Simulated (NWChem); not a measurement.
Species: Si₂H₅ cation

```xyz
7

Si     0.0153    -1.2153    -0.0036
Si     0.0193     1.1667    -0.0123
H      1.2208    -2.0765     0.0156
H     -1.2301    -2.0179     0.0090
H     -0.5423     1.4665     1.3258
H      1.4262     1.5678    -0.2009
H     -0.8956     1.5008    -1.1256
```
Atoms are numbered in this order, from 1.

Program: NWChem. Geometry: optimised at B3LYP/6-31G* (spherical d). Level: PBE/def2-SVP with SMD (1 M gas to 1 M solution), gas-phase geometry. Reactions with the solvent are ignored.

For solvent 1-propanol:

* **solvation free energy (kcal/mol)**: -56.0

Task: What are these values for solvent 1-octanol?

Result: The solvation free energy (kcal/mol) comes out as -52.8.
